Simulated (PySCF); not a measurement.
# dimethylaluminum chloride: bond dissociation enthalpies at several levels

Structure: `[CH3][Al]([CH3])[Cl]` (C2H6AlCl). Numbering: `[CH3:1][Al:2]([CH3:3])[Cl:4]`

All levels share the PBE0-D3(BJ)/def2-SVP structures and the GFN2-xTB thermal terms; only the single-point energies (PySCF) change. Values are bond dissociation enthalpies (298 K, kJ/mol).

```
                           level  C1–Al2  C1–H  Al2–Cl4
             BHandHLYP/def2-TZVP     321   395      489
r2SCAN-D3(BJ)/def2-TZVP (grid 3)     322   394      509
                 HSE06/def2-TZVP     328   397      499
             PBE0-D3(BJ)/6-31+G*     331   402      493
               PBE0-D3(BJ)/6-31G     331   408      443
             PBE0-D3(BJ)/cc-pVDZ     331   398      489
         PBE0-D3(BJ)/aug-cc-pVDZ     331   397      493
           PBE0-D3(BJ)/6-311+G**     333   401      495
        PBE0-D3(BJ)/ma-def2-TZVP     334   400      503
             PBE0-D3(BJ)/cc-pVTZ     334   401      500
          PBE0-D3(BJ)/def2-TZVPD     334   400      503
           PBE0-D3(BJ)/def2-TZVP     335   400      504
          PBE0-D3(BJ)/def2-TZVPP     335   401      504
               LC-ωPBE/def2-TZVP     335   396      500
             PBE0-D3(BJ)/pcseg-1     335   400      494
              PBE0-D3(BJ)/6-31G*     337   403      498
         PBE0-D3(BJ)/ma-def2-SVP     338   401      500
           PBE0-D3(BJ)/def2-SVPD     340   401      505
          PBE0-D3(BJ)/def2-SV(P)     343   393      506
            PBE0-D3(BJ)/def2-SVP     344   401      507
        M06-L/def2-TZVP (grid 3)     349   398      528
          M06/def2-TZVP (grid 3)     349   405      521
```

The widest spread is that of Al2–Cl4: 85 kJ/mol, from 443 to 528.

Caveats: spin-orbit coupling is left out of the energies, which matters for open shells on the heavier atoms.
